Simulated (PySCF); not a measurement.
Compound: SnCl2(OiPr)2, C6H14Cl2O2Sn.
Structure used (PBE0-D3(BJ)/def2-SVP), in Å, numbered top down from 1:
```
atom  x, y, z in Å
Sn1    0.3629   -0.0143    0.3756
Cl2    0.4014   -0.0747    2.7114
Cl3    2.5731    0.0549   -0.3790
O4    -0.6806    1.5398   -0.1866
C5    -0.6686    2.7551    0.5565
C6    -1.6384    3.6857   -0.1447
C7     0.7308    3.3354    0.6548
H8    -1.0418    2.5598    1.5809
H9    -1.2908    3.8934   -1.1685
H10   -1.7254    4.6387    0.3986
H11   -2.6337    3.2238   -0.2063
H12    1.4093    2.6632    1.2062
H13    1.1510    3.5010   -0.3492
H14    0.7210    4.2954    1.1927
O15   -0.4643   -1.5953   -0.4238
C16    0.3300   -2.7321   -0.7521
C17   -0.5791   -3.6790   -1.5086
C18    0.9334   -3.3590    0.4917
H19    1.1552   -2.4219   -1.4226
H20   -1.4122   -4.0009   -0.8653
H21   -0.0228   -4.5688   -1.8392
H22   -0.9995   -3.1777   -2.3918
H23    1.6191   -2.6600    0.9994
H24    0.1425   -3.6425    1.2031
H25    1.5176   -4.2562    0.2372
```

Method used: PySCF 2.14.0, density-fitted response routines, TDDFT CAM-B3LYP/def2-SVPD, vertical, gas phase, core orbitals frozen in the response, def2 core potentials past Kr. Spin–orbit coupling is left out.

**Question.** Predict the UV-vis stick spectrum at this level.

**Answer.** 

```json
{"state": "S1", "E (eV)": "4.87", "E (hartree)": "0.1790", "f": "0.0032", "main configurations (H = HOMO, L = LUMO)": "H→L (85%)"}
{"state": "S2", "E (eV)": "4.96", "E (hartree)": "0.1821", "f": "0.016", "main configurations (H = HOMO, L = LUMO)": "H-1→L (84%)"}
{"state": "S3", "E (eV)": "5.65", "E (hartree)": "0.2075", "f": "0.170", "main configurations (H = HOMO, L = LUMO)": "H-2→L (85%)"}
{"state": "S4", "E (eV)": "5.73", "E (hartree)": "0.2107", "f": "0.033", "main configurations (H = HOMO, L = LUMO)": "H-4→L (88%)"}
{"state": "S5", "E (eV)": "5.80", "E (hartree)": "0.2131", "f": "0.046", "main configurations (H = HOMO, L = LUMO)": "H-5→L (46%), H-3→L (42%)"}
{"state": "S6", "E (eV)": "5.89", "E (hartree)": "0.2165", "f": "0.085", "main configurations (H = HOMO, L = LUMO)": "H-5→L (48%), H-3→L (44%)"}
{"state": "S7", "E (eV)": "6.09", "E (hartree)": "0.2239", "f": "0.0001", "main configurations (H = HOMO, L = LUMO)": "H-6→L (86%)"}
{"state": "S8", "E (eV)": "6.24", "E (hartree)": "0.2292", "f": "0.0028", "main configurations (H = HOMO, L = LUMO)": "H-7→L (85%)"}
{"state": "S9", "E (eV)": "7.54", "E (hartree)": "0.2773", "f": "0.151", "main configurations (H = HOMO, L = LUMO)": "H-10→L (53%), H-8→L (16%), H-9→L (16%)"}
{"state": "S10", "E (eV)": "7.67", "E (hartree)": "0.2820", "f": "0.020", "main configurations (H = HOMO, L = LUMO)": "H-8→L (70%), H-10→L (13%)"}
```

Triplets, Tamm–Dancoff:

```csv
state,E (eV),λ (nm),"main configurations (H = HOMO, L = LUMO)"
T1,4.50,275.4,H→L (87%)
T2,4.52,274.0,H-1→L (88%)
T3,4.87,254.7,H-2→L (87%)
T4,4.96,250.0,H-3→L (84%)
```

The lowest singlet comes at 255 nm (470 kJ/mol) in the ultraviolet; it is very weak; its leading configuration is HOMO→LUMO (85%). The strongest level in the table is S3 at 5.65 eV (220 nm, f = 0.170). Löwdin shares by element: HOMO oxygen 56%, carbon 21% or more (atoms not listed hold the other 23%); LUMO chlorine 41%, tin 25%, oxygen 14% or more (atoms not listed hold the other 21%). Weighted by f, the mean energy of these states is 6.31 eV. The listed states span 2.80 eV, and the widest gap between neighbours is 1.31 eV (S8 to S9). No computed singlet lies in the visible range (380 to 750 nm); the lowest, at 255 nm, stands 1.61 eV above its violet end (3.26 eV). The window holds the lowest 10 singlets.

One conformer stands for the species.
